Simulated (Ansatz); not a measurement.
`CC(F)(F)C(F)CF` → `CC(F)(F)CF` + `[CH]F` at 600 K and 1 bar (formal loss of a carbene).

Program: Ansatz. Geometries: PBE0-D4/def2-TZVP. ΔE: electronic, gas phase. CCSD(T)/CBS adds triple-zeta CCSD(T) − MP2 to the extrapolated MP2 energy (def2 sets, frozen cores). This one scheme is used for every species. One conformer a species, not always the lowest.

```
         species  CCSD(T)/CBS energy (Eh)  H − E (kJ/mol)  S (J/(mol·K))
`CC(F)(F)C(F)CF`               -554.98613           343.2          491.3
    `CC(F)(F)CF`               -416.54394           270.9          416.6
         `[CH]F`               -138.29972            54.0          249.2
```

H − E and S are ideal-gas, rigid-rotor, harmonic terms from PBE0-D4/def2-TZVP, for one conformer and one mirror image of each species. 1 Eh = 2625.50 kJ/mol, R = 8.31446 J/(mol·K).

**Question.** By hand: ΔE, ΔH, ΔS and ΔG.

**Answer.** ΔE = (-416.54394) + (-138.29972) − (-554.98613) = 0.14247 Eh = 374.1 kJ/mol. Δ(H − E) = 270.9 + 54.0 − 343.2 = -18.3, so ΔH = 355.8 kJ/mol. ΔS = 416.6 + 249.2 − 491.3 = 174.5 J/(mol·K). ΔG = 355.8 − 600 × (174.5)/1000 = 251.1 kJ/mol.

**Question.** By hand: the equilibrium constant, and the temperature at which ΔG would vanish if ΔH and ΔS stayed fixed.

**Answer.** log₁₀ K = −ΔG/(RT ln 10) = -21.9. ΔG = 0 at ΔH/ΔS = 2039 K.

The number of gas molecules changes by +1, which sets the sign of ΔS. A doubt of 5 kJ/mol in ΔE shifts log₁₀ K by 0.4 here. Other conformers and mirror images would add mixing entropy, several J/(mol·K) or more a flexible species. These are equilibria of isolated gas molecules and say nothing of rates. Largest T1 diagnostic: 0.018 (customary marks: 0.02 for closed shells, 0.045 for open ones).
